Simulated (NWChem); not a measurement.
Atomisation of F3S

```
S
F 1 1.6272
F 1 1.7057 2 88.22
F 1 1.7057 2 88.22 3 -168.64
```
Charge 0, spin multiplicity 2.

Program: NWChem. All single points use one geometry, from UPBE/def2-SVP, a minimum by its harmonic frequencies.

Basis set: def2-TZVP. The atomisation energy is electronic alone: no zero-point, thermal, spin-orbit or counterpoise terms. No value is extrapolated to the basis-set limit. Free atoms are single determinants with multiplicities F 2, S 3.

B3LYP has NWChem's definition, with VWN1-RPA local correlation. The structure started from a generated list of species. The unpaired electrons of the parent sit in orbitals of symmetry a' (Cs labels of the run); other states weren't searched. No SCF solution was tested for a lower state.

Problem. For the atomisation energy, LDA (SVWN5) gives 327.1 kcal/mol and BLYP gives 250.1 kcal/mol. What do PBE, B3LYP, PBE0 give?

Solution. PBE: 264.2 kcal/mol; B3LYP: 230.6 kcal/mol; PBE0: 230.7 kcal/mol.
